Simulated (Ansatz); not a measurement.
Ge₃F₅. Total charge 0; doublet. Geometry r2SCAN-D4/def2-SVP; atoms count from 1.

```xyz
8

Ge   -1.570   -1.380    0.274
Ge   -1.073    1.156    1.186
Ge    0.899    0.513   -0.397
F    -2.111   -0.672   -1.247
F     1.074    0.715   -2.109
F     0.311   -1.329   -0.404
F    -0.059    0.791    2.591
F     2.528    0.205    0.106
```

The structure comes from a short search, and lower isomers may exist.

Question: Estimate the Mulliken populations from the PBE0/def2-TZVP orbitals of Ansatz.

Answer: 
```json
{"atom": "Ge1", "charge (e)": "0.60", "spin (α − β)": "0.44"}
{"atom": "Ge2", "charge (e)": "0.33", "spin (α − β)": "0.51"}
{"atom": "Ge3", "charge (e)": "0.87", "spin (α − β)": "-0.01"}
{"atom": "F4", "charge (e)": "-0.37", "spin (α − β)": "0.02"}
{"atom": "F5", "charge (e)": "-0.35", "spin (α − β)": "0.00"}
{"atom": "F6", "charge (e)": "-0.37", "spin (α − β)": "0.01"}
{"atom": "F7", "charge (e)": "-0.38", "spin (α − β)": "0.03"}
{"atom": "F8", "charge (e)": "-0.35", "spin (α − β)": "0.00"}
```
Mulliken values depend strongly on the basis.

Question: Where does the spin sit?

Answer: Summed by element: Ge 0.94, F 0.06, of 1 unpaired in all. Largest on single atoms: Ge2 0.51, Ge1 0.44, F7 0.03.

Question: And the Mayer bond orders between heavy atoms (over 0.3)?

Answer: Ge1–Ge2 0.66 (2.74 Å); Ge1–F4 0.90 (1.76 Å); Ge1–F6 0.43 (2.00 Å); Ge2–Ge3 0.72 (2.61 Å); Ge2–F7 0.87 (1.77 Å); Ge3–F5 0.97 (1.73 Å); Ge3–F6 0.48 (1.93 Å); Ge3–F8 0.97 (1.73 Å).
